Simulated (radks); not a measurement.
Values are calculated unless marked as measured or tabulated.
Species: the cerium ion Ce2.1+. Configuration: [Xe] 4f(up 1.9, down 0) (fractional occupations, a model configuration).

Level of theory: scalar-relativistic Kohn-Sham, PBE, spin-polarised, spherical densities, point nucleus (a radial shooting solver on a logarithmic mesh with Libxc functionals).

Energy parts (hartree):
part                       energy
total                  -8859.8466
kinetic                 9390.9950
electron-nucleus      -21445.5053
Hartree                 3403.8810
exchange-correlation    -209.2174

Orbitals (lengths in bohr, moments of r in powers of bohr; r(90%) holds 90 % of the orbital's charge):
| orbital | occ. | eigenvalue (hartree) | <1/r> | <r^4> | <r> | r(90%) |
|---|---|---|---|---|---|---|
| 1s down | 1 | -1480.237 | 63.35 | 1.775e-06 | 0.02457 | 0.0443 |
| 1s up | 1 | -1480.237 | 63.35 | 1.775e-06 | 0.02457 | 0.0443 |
| 2s down | 1 | -237.2332 | 14.60 | 0.0002929 | 0.1052 | 0.163 |
| 2s up | 1 | -237.2331 | 14.60 | 0.0002929 | 0.1052 | 0.163 |
| 2p down | 3 | -212.4896 | 13.83 | 0.0002145 | 0.09236 | 0.150 |
| 2p up | 3 | -212.4896 | 13.83 | 0.0002145 | 0.09236 | 0.150 |
| 3s up | 1 | -51.27094 | 5.300 | 0.01191 | 0.2786 | 0.409 |
| 3s down | 1 | -51.25560 | 5.302 | 0.01190 | 0.2786 | 0.409 |
| 3p up | 3 | -43.40239 | 5.019 | 0.01245 | 0.2767 | 0.414 |
| 3p down | 3 | -43.38712 | 5.020 | 0.01243 | 0.2766 | 0.414 |
| 3d up | 5 | -32.22979 | 4.760 | 0.01034 | 0.2536 | 0.396 |
| 3d down | 5 | -32.21792 | 4.762 | 0.01032 | 0.2535 | 0.396 |
| 4s up | 1 | -10.60423 | 2.206 | 0.3081 | 0.6386 | 0.917 |
| 4s down | 1 | -10.55800 | 2.207 | 0.3077 | 0.6384 | 0.917 |
| 4p up | 3 | -8.04274 | 2.033 | 0.4064 | 0.6768 | 0.985 |
| 4p down | 3 | -7.99568 | 2.034 | 0.4059 | 0.6766 | 0.984 |
| 4d up | 5 | -4.35975 | 1.767 | 0.6945 | 0.7491 | 1.13 |
| 4d down | 5 | -4.31157 | 1.768 | 0.6951 | 0.7489 | 1.13 |
| 5s up | 1 | -1.89969 | 0.8595 | 10.31 | 1.536 | 2.21 |
| 5s down | 1 | -1.86562 | 0.8540 | 10.54 | 1.544 | 2.22 |
| 5p up | 3 | -1.27615 | 0.7319 | 19.49 | 1.780 | 2.59 |
| 5p down | 3 | -1.24914 | 0.7256 | 20.10 | 1.792 | 2.61 |
| 4f up | 1.9 | -0.54487 | 1.147 | 10.60 | 1.188 | 2.10 |
| 4f down | 0 | -0.50266 | 1.131 | 12.44 | 1.219 | 2.18 |

The highest occupied level is 4f up at -14.827 eV. Spin moment in Bohr magnetons: 1.9. The density falls to 0.001 e/bohr^3 at r = 3.65 bohr.
